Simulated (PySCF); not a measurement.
Compound: [CrO4]3- (charge -3 and doublet state).
Structure used (PBE0-D3(BJ)/def2-SVP), in Å, numbered top down from 1:
```
atom  x, y, z in Å
Cr1    0.0143   -0.0220   -0.0122
O2     0.0288   -0.0435    1.6099
O3     1.5386   -0.0341   -0.5639
O4    -0.7369    1.3194   -0.5307
O5    -0.7698   -1.3302   -0.5653
```

The calculation used PBE0-D3(BJ)/def2-SVP geometry optimisation, gas phase (PySCF 2.14.0).

Question: Which atoms are bound to Cr1, and at what distances?

Answer: 4 atoms: O3 1.621 Å, O2 1.622 Å, O5 1.622 Å, O4 1.623 Å.

Question: List the angles at Cr1.

Answer: 
```csv
angle,degrees,distance of the outer atoms (Å)
O2–Cr1–O4,109.5,2.65
O2–Cr1–O5,109.5,2.65
O4–Cr1–O5,109.5,2.65
O3–Cr1–O4,109.4,2.65
O3–Cr1–O5,109.4,2.65
O2–Cr1–O3,109.4,2.65
```

Question: What is the shape at Cr1?

Answer: Tetrahedral: angles from 109.4° to 109.5°; τ4 = (360° − α − β)/141° = 1.00 with α and β the two widest (0 for a square, 1 for a tetrahedron).

Question: What are the rotational constants (commonest isotopes, rigid rotor)?

Answer: A = 4507, B = 4505, C = 4498 MHz: a spherical top.

Point group: Td (every atom within 0.08 Å of its image). Charge -3, doublet. ⟨S²⟩ = 0.750 (exact for a doublet: 0.75). Whether so highly charged an anion holds all its electrons in the gas phase wasn't checked; a finite basis holds them in any case. The ion is multiply charged and computed without counter-ions or solvent. No PBE0-D3(BJ)/def2-SVP frequencies stand behind this structure, so it isn't proved a minimum.
